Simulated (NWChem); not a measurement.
System: Si₂H₆TeO; SMILES [SiH3]O[Te][SiH3]

NWChem printed, in part:

```
             Northwest Computational Chemistry Package (NWChem) 7.3.0
             --------------------------------------------------------

 C1  symmetry detected

                             Geometry "geometry" -> ""
                             -------------------------

 Output coordinates in angstroms (scale by  1.889725989 to convert to a.u.)

  No.       Tag          Charge          X              Y              Z
 ---- ---------------- ---------- -------------- -------------- --------------
    1 Te                  52.0000    -0.68641865     0.55766486    -0.02406767
    2 Si                  14.0000     1.64462248     1.45233029    -0.01319304
    3 H                    1.0000     1.52834578     2.80056300    -0.56848209
    4 H                    1.0000     2.51494867     0.63805752    -0.86254966
    5 H                    1.0000     2.22162406     1.52520432     1.33074901
    6 O                    8.0000     0.03008866    -1.20319852     0.63172004
    7 Si                  14.0000     0.34519799    -2.56286627    -0.17287072
    8 H                    1.0000    -0.86757912    -3.09895469    -0.79018137
    9 H                    1.0000     0.86274787    -3.37336242     0.91962569
   10 H                    1.0000     1.33548673    -2.31698851    -1.22651026

 Effective nuclear repulsion energy (a.u.)     557.8708042006

                                Z-matrix (autoz)
                                --------

 Units are Angstrom for bonds and degrees for angles

[...]

      ----------------------
      Optimization converged
      ----------------------

  Step       Energy      Delta E   Gmax     Grms     Xrms     Xmax
  ---- ---------------- -------- -------- -------- -------- --------
@    9    -925.28325747 -5.9D-07  0.00012  0.00003  0.00045  0.00096
                                     ok       ok       ok       ok

                                Z-matrix (autoz)
                                --------

 Units are Angstrom for bonds and degrees for angles

      Type          Name      I     J     K     L     M      Value     Gradient
      ----------- --------  ----- ----- ----- ----- ----- ---------- ----------
    1 Stretch                  1     2                       2.50763   -0.00006
    2 Stretch                  1     6                       2.01585   -0.00000
    3 Stretch                  2     3                       1.49448    0.00002
    4 Stretch                  2     4                       1.49130    0.00000
    5 Stretch                  2     5                       1.49064    0.00001
    6 Stretch                  6     7                       1.67294    0.00012
    7 Stretch                  7     8                       1.49624    0.00003
    8 Stretch                  7     9                       1.49104    0.00001
    9 Stretch                  7    10                       1.49705    0.00005
   10 Bend                     1     2     3               104.83539   -0.00003
   11 Bend                     1     2     4               110.71760    0.00000
   12 Bend                     1     2     5               110.58209   -0.00002
   13 Bend                     1     6     7               121.48823   -0.00001
   14 Bend                     2     1     6                92.87921    0.00002
   15 Bend                     3     2     4               110.36638    0.00001
   16 Bend                     3     2     5               110.38510    0.00002
   17 Bend                     4     2     5               109.86342    0.00001
   18 Bend                     6     7     8               111.55526    0.00000
   19 Bend                     6     7     9               106.22946   -0.00004
   20 Bend                     6     7    10               111.41099    0.00002
   21 Bend                     8     7     9               109.70378    0.00005
   22 Bend                     8     7    10               108.20218   -0.00005
   23 Bend                     9     7    10               109.72337    0.00002
   24 Torsion                  1     6     7     8         -60.88634   -0.00000
   25 Torsion                  1     6     7     9         179.60591   -0.00004
   26 Torsion                  1     6     7    10          60.15479   -0.00005
   27 Torsion                  2     1     6     7         -98.12122   -0.00000
   28 Torsion                  3     2     1     6         179.89742    0.00000
   29 Torsion                  4     2     1     6          60.87882    0.00000
   30 Torsion                  5     2     1     6         -61.13116   -0.00000

                         Geometry "geometry" -> "geometry"
                         ---------------------------------

 Output coordinates in angstroms (scale by  1.889725989 to convert to a.u.)

[...]
```

Level: PBE0/def2-SVP with def2 effective core potentials on Te. No frequency run checked for a minimum. def2 effective core potentials on Te; no spin-orbit coupling.

Question: Write an input that gives this output.

Answer: One answer among several that fit: the input that was run:
```
start job
memory heap 200 mb stack 900 mb global 1100 mb
geometry units angstroms
  Te    -0.558564    -0.227990     0.436100
  Si    -0.358495     2.197617    -0.121305
  H     -1.695615     2.743966     0.109369
  H      0.016479     2.376453    -1.524632
  H      0.609075     2.899596     0.724541
  O      1.346805    -0.479175    -0.155977
  Si     1.939272    -1.048743    -1.541593
  H      1.514992    -2.430764    -1.763620
  H      3.361993    -0.900961    -1.272640
  H      1.478839    -0.232379    -2.669793
end
basis spherical
  * library def2-svp
end
ecp
  Te library def2-ecp
end
dft
  xc pbe0
  iterations 150
end
driver
  maxiter 120
end
task dft optimize
```
